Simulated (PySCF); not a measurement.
Computed IR spectrum (relative IR intensity) of a molecule CH8F2Si3. Geometry optimised at PBE0-D3(BJ)/def2-SVP. The values are those of a single conformer. All values below come from PBE0-D3(BJ)/def2-SVP in PySCF. Frequencies are harmonic and unscaled.

Lines under 2 % of the strongest are left out, and lines within 2 cm⁻¹ are merged.

ν (cm⁻¹): 68 (vw), 176 (vw), 181 (vw), 316 (vw), 426 (w), 483 (w), 516 (w), 660 (w), 708 (vs), 773 (m), 811 (w), 844 (m), 858 (s), 889 (m), 927 (m), 931 (m), 939 (m), 1053 (m), 1453 (vw), 2217 (m), 2222 (m), 2225 (m), 2230 (m), 2233 (s), 2246 (m), 3070 (w), 3138 (vw) (against the strongest line: vs over 80 %, s over 45 %, m over 15 %, w over 4 %, vw less)

Task: Which structure fits?
A. C[Si@](F)([SiH3])[SiH2]F
B. F[C@@H]([SiH3])[Si@H](F)[SiH3]
C. FC[SiH2][Si@@H](F)[SiH3]
D. FC(F)[SiH2][SiH2][SiH3]

Result: C, FC[SiH2][Si@@H](F)[SiH3]
